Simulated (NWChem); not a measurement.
System: CrNHOF2; SMILES [F][Cr](=[NH])([F])=[O]

Input file for NWChem:

```
start job
memory heap 200 mb stack 900 mb global 1100 mb
geometry units angstroms noautoz
  Cr     0.021318    -0.041301     0.000000
  O      0.998362     1.149644     0.000000
  N      0.882357    -1.405730     0.000000
  H      1.895024    -1.565405     0.000000
  F     -0.961434    -0.008114    -1.397054
  F     -0.961434    -0.008114     1.397054
end
basis spherical
  * library aug-cc-pvdz
end
dft
  xc hfexch
  iterations 150
  mulliken
end
task dft energy
```

Output (shortened):

```
             Northwest Computational Chemistry Package (NWChem) 7.3.0
             --------------------------------------------------------

 CS  symmetry detected

                             Geometry "geometry" -> ""
                             -------------------------

 Output coordinates in angstroms (scale by  1.889725989 to convert to a.u.)

  No.       Tag          Charge          X              Y              Z
 ---- ---------------- ---------- -------------- -------------- --------------
    1 Cr                  24.0000     0.03148086     0.02082259     0.00000000
    2 O                    8.0000     0.83881764     1.33275715     0.00000000
    3 N                    7.0000     1.06882171    -1.21488717     0.00000000
    4 H                    1.0000     2.09377424    -1.23640181     0.00000000
    5 F                    9.0000    -0.94675599    -0.07895485     1.39705400
    6 F                    9.0000    -0.94675599    -0.07895485    -1.39705400

 Effective nuclear repulsion energy (a.u.)     348.0395561745

      Symmetry information
      --------------------

 Group name             Cs
 Group number              2
 Group order               2
 No. of unique centers     5

  xc_inp: hfexch multiplicative factor not found.

                                 NWChem DFT Module
                                 -----------------

 Summary of "ao basis" -> "ao basis" (spherical)
 ------------------------------------------------------------------------------
       Tag                 Description            Shells   Functions and Types
 ---------------- ------------------------------  ------  ---------------------
 Cr                       aug-cc-pvdz               19       59   7s6p4d2f
 O                        aug-cc-pvdz                9       23   4s3p2d
 N                        aug-cc-pvdz                9       23   4s3p2d
 H                        aug-cc-pvdz                5        9   3s2p
 F                        aug-cc-pvdz                9       23   4s3p2d

      Symmetry analysis of basis
      --------------------------

        a'        101
        a"         59

            General Information
            -------------------
          SCF calculation type: DFT
          Wavefunction type:  closed shell.
          No. of atoms     :     6
          No. of electrons :    58
           Alpha electrons :    29
            Beta electrons :    29
          Charge           :     0
          Spin multiplicity:     1
          Use of symmetry is: on ; symmetry adaption is: on
          Maximum number of iterations: 150
          AO basis - number of functions:   160
                     number of shells:    60
          Convergence on energy requested:  1.00D-06
          Convergence on density requested:  1.00D-05
          Convergence on gradient requested:  5.00D-04

              XC Information
              --------------
                     Hartree-Fock (Exact) Exchange  1.000

      Superposition of Atomic Density Guess
      -------------------------------------

 Sum of atomic energies:       -1371.54175558

      Non-variational initial energy
      ------------------------------

 Total energy =   -1371.513878
 1-e energy   =   -2582.481972
 2-e energy   =     862.928538
 HOMO         =      -0.388780
 LUMO         =      -0.058391

      Symmetry analysis of molecular orbitals - initial
      -------------------------------------------------

  Numbering of irreducible representations:

     1 a'          2 a"

  Orbital symmetries:

     1 a'          2 a'          3 a'          4 a"          5 a'
     6 a'          7 a"          8 a'          9 a'         10 a'
    11 a'         12 a'         13 a"         14 a'         15 a"
    16 a'         17 a'         18 a'         19 a"         20 a'
    21 a"         22 a'         23 a"         24 a'         25 a"
    26 a'         27 a'         28 a"         29 a'         30 a'
    31 a"         32 a'         33 a'         34 a"         35 a'
    36 a'         37 a"         38 a'         39 a'

     ---------------------------------------------
      Total Density - Mulliken Population Analysis
     ---------------------------------------------

    Atom       Charge   Shell Charges
 -----------   ------   -------------------------------------------------------
    1 Cr  24    20.06   2.00  2.00  1.98  0.09  0.02  0.04  0.00  6.00  5.97  0.97 -0.89 -0.01 -0.00  1.90  0.05 -0.04 -0.00  0.06 -0.08
    2 O    8     9.30   2.00  0.91  1.01  0.08  3.20  1.99  0.09  0.01  0.01
    3 N    7     8.14   2.00  0.86  0.81  0.04  2.68  1.65  0.10  0.01 -0.01
    4 H    1     0.84   0.63  0.17 -0.01  0.05  0.00
    5 F    9     9.83   2.00  0.92  1.04  0.05  3.55  2.16  0.10  0.00  0.01
    6 F    9     9.83   2.00  0.92  1.04  0.05  3.55  2.16  0.10  0.00  0.01

   convergence    iter        energy       DeltaE   RMS-Dens  Diis-err
 ---------------- ----- ----------------- --------- --------- ---------
 d= 0,ls=0.0,diis     1  -1370.8511734323 -1.72D+03  9.98D-01  1.17D+01
 d= 0,ls=0.0,diis     2  -1357.6939514032  1.32D+01  8.18D-01  2.05D+02
 d= 0,ls=0.0,diis     3  -1371.6550719040 -1.40D+01  2.72D-02  3.58D+00
 d= 0,ls=0.0,diis     4  -1371.8617282426 -2.07D-01  3.17D-03  5.63D-01
 d= 0,ls=0.0,diis     5  -1371.9006418640 -3.89D-02  1.38D-02  1.01D-01
  Resetting Diis
 d= 0,ls=0.0,diis     6  -1371.9090300237 -8.39D-03  1.81D-03  7.40D-03
 d= 0,ls=0.0,diis     7  -1371.9103470394 -1.32D-03  2.06D-03  1.36D-03
 d= 0,ls=0.0,diis     8  -1371.9109681236 -6.21D-04  1.67D-03  1.28D-03
 d= 0,ls=0.0,diis     9  -1371.9112794943 -3.11D-04  1.98D-03  1.17D-03
 d= 0,ls=0.0,diis    10  -1371.9117887828 -5.09D-04  1.15D-03  7.18D-04
 d= 0,ls=0.0,diis    11  -1371.9124995343 -7.11D-04  5.46D-04  6.63D-04
 d= 0,ls=0.0,diis    12  -1371.9128723718 -3.73D-04  8.68D-04  6.21D-04
 d= 0,ls=0.0,diis    13  -1371.9134561089 -5.84D-04  7.60D-04  6.14D-04
 d= 0,ls=0.0,diis    14  -1371.9139707684 -5.15D-04  8.77D-03  6.39D-04
 d= 0,ls=0.0,diis    15  -1371.9179548453 -3.98D-03  3.71D-03  1.80D-03
 d= 0,ls=0.0,diis    16  -1371.9147033050  3.25D-03  1.15D-02  3.36D-03
 d= 0,ls=0.0,diis    17  -1371.9183832244 -3.68D-03  1.54D-03  2.28D-04
 d= 0,ls=0.0,diis    18  -1371.9184512262 -6.80D-05  9.21D-04  7.92D-06
 d= 0,ls=0.0,diis    19  -1371.9184701499 -1.89D-05  2.87D-04  1.02D-06
 d= 0,ls=0.0,diis    20  -1371.9184697993  3.51D-07  4.73D-04  2.30D-06
 d= 0,ls=0.0,diis    21  -1371.9184670001  2.80D-06  4.22D-04  5.77D-06
 d= 0,ls=0.0,diis    22  -1371.9184709962 -4.00D-06  1.60D-04  7.08D-07
 d= 0,ls=0.0,diis    23  -1371.9184713039 -3.08D-07  2.91D-05  2.86D-07
 d= 0,ls=0.0,diis    24  -1371.9184714631 -1.59D-07  2.84D-05  5.88D-08
 d= 0,ls=0.0,diis    25  -1371.9184715151 -5.20D-08  5.79D-06  2.07D-09

         Total DFT energy =    -1371.918471515147
      One electron energy =    -2581.405432437479
           Coulomb energy =      943.780910223299
    Exchange-Corr. energy =      -82.333505475513
 Nuclear repulsion energy =      348.039556174545

 Numeric. integr. density =        0.000000000000

                  Occupations of the irreducible representations
                  ----------------------------------------------

                     irrep           alpha         beta
                     --------     --------     --------
                     a'               20.0         20.0
                     a"                9.0          9.0

                       DFT Final Molecular Orbital Analysis
                       ------------------------------------

 Vector   27  Occ=2.000000D+00  E=-5.618904D-01  Symmetry=a"
              MO Center=  1.3D-01,  5.9D-01, -4.0D-14, r^2= 2.3D+00
   Bfn.  Coefficient  Atom+Function         Bfn.  Coefficient  Atom+Function
  ----- ------------  ---------------      ----- ------------  ---------------
    66      0.436288  2 O  pz                27      0.390736  1 Cr d -1
    69      0.324571  2 O  pz               120     -0.272227  5 F  py
   143      0.272227  6 F  py                16      0.233643  1 Cr pz
    19     -0.218177  1 Cr pz               123     -0.202654  5 F  py
   146      0.202654  6 F  py                89     -0.086880  3 N  pz

 Vector   28  Occ=2.000000D+00  E=-5.294638D-01  Symmetry=a'
              MO Center=  7.9D-01, -1.8D-01, -1.4D-14, r^2= 2.6D+00
   Bfn.  Coefficient  Atom+Function         Bfn.  Coefficient  Atom+Function
  ----- ------------  ---------------      ----- ------------  ---------------
    88     -0.405614  3 N  py                64      0.391158  2 O  px
    14     -0.324657  1 Cr px                67      0.304110  2 O  px
    91     -0.285035  3 N  py                17      0.258328  1 Cr px
    18      0.219064  1 Cr py                15     -0.203605  1 Cr py
    85      0.186225  3 N  s                 87     -0.167453  3 N  px

 Vector   29  Occ=2.000000D+00  E=-5.094770D-01  Symmetry=a"
              MO Center=  3.2D-01, -9.6D-02, -2.0D-14, r^2= 2.3D+00
   Bfn.  Coefficient  Atom+Function         Bfn.  Coefficient  Atom+Function
  ----- ------------  ---------------      ----- ------------  ---------------
    16      0.681215  1 Cr pz                19     -0.457666  1 Cr pz
    27     -0.370336  1 Cr d -1              29     -0.361940  1 Cr d  1
    89      0.285998  3 N  pz                66      0.274354  2 O  pz
    92      0.218954  3 N  pz                69      0.216345  2 O  pz
   121     -0.185338  5 F  pz               144     -0.185338  6 F  pz

[...]
```

Level: Hartree-Fock/aug-cc-pVDZ. All runs use the structure optimised with B3LYP/6-31G* (spherical d).
